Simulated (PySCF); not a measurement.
Species: C5H6BrF3.
Structure used (PBE0-D3(BJ)/def2-SVP), in Å, numbered top down from 1:
```
atom  x, y, z in Å
F1     2.2564    0.5300   -1.2416
C2     1.3538    0.9344   -0.3382
F3     2.0022    1.6409    0.5848
F4     0.5100    1.7580   -0.9695
C5     0.6626   -0.2668    0.2592
C6    -0.2264   -1.0188   -0.7591
C7    -1.4690   -0.3300   -0.1592
C8    -0.6214   -0.0246    1.0765
Br9   -0.9098    1.6324    2.0301
H10    1.4466   -0.8430    0.7716
H11   -0.2090   -2.1023   -0.5794
H12   -0.0108   -0.8341   -1.8206
H13   -2.3784   -0.9260   -0.0017
H14   -1.7236    0.5874   -0.7064
H15   -0.7173   -0.8114    1.8352
```

Computed, not measured: PBE0-D3(BJ)/def2-SVP geometry optimisation, gas phase (PySCF).

Masses are those of the commonest isotopes; rigid-rotor values at the optimised geometry. The values belong to one conformer with, in the numbering `[F:1][C:2]([F:3])([F:4])[C@@H:5]1[CH2:6][CH2:7][C@@H:8]1[Br:9]`, C2–C5–C6–C7 -101°, C5–C6–C7–C8 -18°, C6–C7–C8–Br9 145°, C2–C5–C8–C7 96°.

Give the principal moments of inertia and the rotational constants in GHz.

Ia = 278.14, Ib = 600.03, Ic = 759.44 u·Å²; 505379 MHz·u·Å²/I gives 1817, 842.3 and 665.5 MHz, that is A = 1.8170, B = 0.8423, C = 0.6655 GHz.

What kind of rotor is it?

An asymmetric top. Ray's parameter κ = (2B − A − C)/(A − C) = -0.693; −1 is the prolate and +1 the oblate limit.

Is it planar, by Δ = Ic − Ia − Ib?

Not planar: Δ = Ic − Ia − Ib = -118.73 u·Å². For a rigid frame Δ = −2 Σ m c², so Σ m c² = 59.37 u·Å² lies off the ab plane: 9.13 from hydrogen and 50.24 from heavier atoms. The atom farthest from that plane is 1.84 Å away.

Which types of transition are allowed, and where do some lines up to J = 3 fall?

The dipole components are |μa| = 0.40 D, |μb| = 2.90 D, |μc| = 1.19 D. The squared components, which scale the intensities, stand as 0.02 : 1.00 : 0.17 (a : b : c). Some lines, for components of 0.1 D or more:

```tsv
type	branch	J(Ka,Kc)	MHz	lower level (cm⁻¹)
a	Q	2(1,1) ← 2(1,2)	530	0.177
c	Q	3(1,3) ← 3(0,3)	627	0.298
b	Q	1(1,0) ← 1(0,1)	1152	0.050
b	R	1(1,1) ← 0(0,0)	2482	0.000
b	Q	3(2,1) ← 3(1,2)	2781	0.354
b	Q	2(2,1) ← 2(1,2)	3455	0.177
c	R	2(1,1) ← 1(0,1)	4344	0.050
a	R	3(2,1) ← 2(2,0)	4609	0.293
b	R	3(1,3) ← 2(0,2)	5065	0.150
c	Q	3(3,1) ← 3(2,1)	5221	0.447
b	R	2(2,1) ← 1(1,0)	6116	0.089
c	R	3(2,2) ← 2(1,2)	7978	0.177
b	R	3(3,1) ← 2(2,0)	9830	0.293
```

Estimate the classical rotational partition function at 10 K, 25 K and 500 K.

Point group C1, symmetry number σ = 1; q = (√π/σ)·√((kT/h)³/(ABC)), k/h = 20836.6 MHz/K: 5280 at 10 K, 20900 at 25 K, 1870000 at 500 K.

No PBE0-D3(BJ)/def2-SVP frequencies stand behind this structure, so it isn't proved a minimum. Constants of a rigid frame at the computed geometry: no zero-point averaging, no centrifugal distortion. Quadrupole hyperfine structure (79Br) is left out.
